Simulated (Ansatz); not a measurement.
Ba2S2⁻: single points at one geometry.

```yaml
crystal:
  periodic: [false, false, false]
  atoms:
    - {symbol: Ba, position_ang: [-0.243426, -1.437227, 1.820342]}
    - {symbol: Ba, position_ang: [0.679706, 1.692630, -1.453115]}
    - {symbol: S, position_ang: [0.917630, -1.138608, -0.829877]}
    - {symbol: S, position_ang: [-1.353901, 0.883206, 0.462640]}
basis:
  gaussian: {orbitals: def2-TZVPD, initial_orbitals: start.molden}
total_charge: -1
magnetization: {spin_polarized: true, initial_magnetization: 3}
hamiltonian: {xc: pbe, dispersion: d4}
scf: {omitted_lower_state_checks: [starts]}
output: {orbitals: {seedname: orbitals}}
```

The file start.molden holds the orbitals of an earlier run on this structure, at another level or in another basis.

```sh
$ ansatz run in.yaml --threads 2 --pin off --events-out ev --progress --plain --max-ram 4352MiB
```

It prints (some lines left out):

```
Functional definition: PBE
1160 factors; their error is unknown
mean field evaluation 1: about -23054.7196 eV, gradient 7.6e0 eV
mean field evaluation 2: about -23054.8209 eV, gradient 2.1e-1 eV
mean field evaluation 4: about -23054.8127 eV, gradient 3.4e-2 eV
mean field evaluation 8: about -23054.8127 eV, gradient 1.9e-5 eV
mean field -23054.81272225 eV, -847.2487404293 hartree, gradient 1.9e-5 eV, S^2 3.754398; 0 other end points of the search recorded, 0 dependent functions left out
reference -23054.81276470 eV, -847.2487419893 hartree; 28, 25 occupied and 144, 147 virtual orbitals, 1160 factors
Total energy: -23054.99502339 eV, -847.2554398725 hartree
Checks for a lower state left out: starts
```

It took 7 s on 2 threads of Intel Xeon Platinum 8259CL on a shared host.

First input, but with `hamiltonian: {xc: {name: r2SCANh}, dispersion: d4}` (abridged; 19 s):

```
Functional definition: r2SCANh
mean field -23061.44553408 eV, -847.4924917681 hartree, gradient 4.5e-5 eV, S^2 3.762367
Total energy: -23061.48349602 eV, -847.4938868437 hartree
Checks for a lower state left out: starts
```

As the first input, with `correlation: {method: mp2}` and without the key `hamiltonian` (abridged; 8 s):

```
Functional definition: HF
mean field evaluation 16: about -23006.8616 eV, gradient 1.0e-4 eV
mean field -23006.86156474 eV, -845.4865678935 hartree, gradient 4.0e-6 eV, S^2 3.782681
10 core orbitals not correlated: weight in the atoms' cores, before any rotation towards them, 1.000 or more for the frozen orbitals, at most 0.000 for the correlated occupied ones
second order -17.95629301 eV of doubles, -0.00000000 eV of singles
Total energy: -23024.81785776 eV, -846.1464494905 hartree
Checks for a lower state left out: starts
```

First input, but with `gaussian: {orbitals: def2-SVPD, initial_orbitals: start.molden}`, `correlation: {method: ccsd_t}`, `scf: {omitted_lower_state_checks: [starts, cluster_reference]}` and without the key `hamiltonian` (abridged; 75 s):

```
Functional definition: HF
mean field -22998.55185434 eV, -845.1811916688 hartree, gradient 9.2e-6 eV, S^2 3.780858
10 core orbitals not correlated: weight in the atoms' cores, before any rotation towards them, 1.000 or more for the frozen orbitals, at most 0.000 for the correlated occupied ones
second order -13.55240256 eV of doubles, -0.00000000 eV of singles
cycle   1  -14.31333151 eV  change   -7.6e-1 eV  update   1.4e-1
cycle   2  -14.72247449 eV  change   -4.1e-1 eV  update   5.3e-2
cycle   3  -14.89090180 eV  change   -1.7e-1 eV  update   4.7e-2
cycle   4  -14.90191405 eV  change   -1.1e-2 eV  update   2.8e-2
cycle   5  -14.89758185 eV  change    4.3e-3 eV  update   1.7e-2
cycle   6  -14.91323837 eV  change   -1.6e-2 eV  update   9.6e-3
cycle   7  -14.92321769 eV  change   -1.0e-2 eV  update   5.2e-3
cycle   8  -14.92703467 eV  change   -3.8e-3 eV  update   3.1e-3
cycle   9  -14.92758923 eV  change   -5.5e-4 eV  update   1.6e-3
cycle  10  -14.92714321 eV  change    4.5e-4 eV  update   9.3e-4
cycle  11  -14.92770115 eV  change   -5.6e-4 eV  update   5.8e-4
cycle  12  -14.92829463 eV  change   -5.9e-4 eV  update   3.6e-4
cycle  13  -14.92827081 eV  change    2.4e-5 eV  update   2.7e-4
cycle  14  -14.92828771 eV  change   -1.7e-5 eV  update   2.1e-4
cycle  15  -14.92806812 eV  change    2.2e-4 eV  update   1.5e-4
cycle  16  -14.92804718 eV  change    2.1e-5 eV  update   9.4e-5
cycle  17  -14.92811389 eV  change   -6.7e-5 eV  update   5.1e-5
cycle  18  -14.92815063 eV  change   -3.7e-5 eV  update   3.3e-5
cycle  19  -14.92817717 eV  change   -2.7e-5 eV  update   2.5e-5
perturbative correction -0.63250726 eV, -0.0232442130 hartree
Total energy: -23014.11253877 eV, -845.7530362742 hartree
Checks for a lower state left out: starts, cluster_reference
```

First input, but with `hamiltonian: {xc: {name: LC-wPBE, parameters: {omega: 0.1/bohr}}}` (abridged; 13 s):

```
Functional definition: LC-wPBE
mean field -23056.54000129 eV, -847.3122167634 hartree, gradient 1.8e-5 eV, S^2 3.755372
Total energy: -23056.54000136 eV, -847.3122167658 hartree
Checks for a lower state left out: starts
```

First input, but with `hamiltonian: {xc: r2scan, dispersion: d4}` (abridged; 15 s):

```
Functional definition: r2SCAN
mean field -23062.18362528 eV, -847.5196161194 hartree, gradient 5.5e-5 eV, S^2 3.759505
Total energy: -23062.21555388 eV, -847.5207894738 hartree
Checks for a lower state left out: starts
```

As the first input, with `hamiltonian: {xc: {name: LC-wPBE, parameters: {omega: 0.3/bohr}}}` (abridged; 17 s):

```
Functional definition: LC-wPBE
mean field -23057.20798227 eV, -847.3367646114 hartree, gradient 2.8e-5 eV, S^2 3.767734
Total energy: -23057.20798227 eV, -847.3367646116 hartree
Checks for a lower state left out: starts
```

Geometry: r2SCAN-D4/def2-SVPD.

In the def2 sets Ba takes a core potential; there is no spin–orbit coupling. Correlated methods freeze 10 core orbitals; core or outer-core shells of Ba are correlated, in sets that lack core-valence functions. At PBE-D4/def2-TZVPD, r2SCANh-D4/def2-TZVPD, r2SCAN-D4/def2-TZVPD the highest occupied level of the charge -1 quartet lies above zero (up to 0.32 eV). The electron is either unbound and held by the finite basis, or the level is raised by self-interaction error. At PBE0-D4/def2-TZVPD a doublet of charge -1 lies 1.74 eV below the quartet, each at its own geometry. The structure comes from a short search, and lower isomers may exist.
